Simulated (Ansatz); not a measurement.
Process, species as SMILES: BN (BH2-NH2) → B[NH-] + H+
B3LYP-D3(BJ)/def2-TZVP geometries, fixed; electronic energies without zero-point terms.

The deprotonation energy at MP2 with Ansatz (a program for electronic structure), in kcal/mol, split into its Hartree-Fock and correlation parts. Cores are frozen. The proton leaves the site shown, which need not be the most acidic. No added dispersion term, no relativity. Functions are those of the species that has most. These sets lack the diffuse functions that anions need.

```
basis    X  functions  Hartree-Fock     MP2
-------  -  ---------  ------------  ------
cc-pVDZ  2         48        404.08  395.52
cc-pVTZ  3        116        401.38  390.98
cc-pVQZ  4        230        399.80  388.50
cc-pV5Z  5        402        398.94  386.98
```

Worked estimate of the basis-set limit from each neighbouring pair, with Hartree-Fock from the larger set and the correlation part extrapolated as X^-3.
Correlation parts: X = 2: -8.56, X = 3: -10.40, X = 4: -11.30, X = 5: -11.96.
- (2,3): (27·(-10.40) - 8·(-8.56))/19 = -11.17; with Hartree-Fock 401.38 the estimate is 390.21 kcal/mol.
- (3,4): (64·(-11.30) - 27·(-10.40))/37 = -11.96; with Hartree-Fock 399.80 the estimate is 387.84 kcal/mol.
- (4,5): (125·(-11.96) - 64·(-11.30))/61 = -12.65; with Hartree-Fock 398.94 the estimate is 386.29 kcal/mol.
The last two estimates differ by 1.56 kcal/mol; the largest set lies 0.69 from the last. Over the last step Hartree-Fock moves by -0.86 and the correlation part by -0.66.
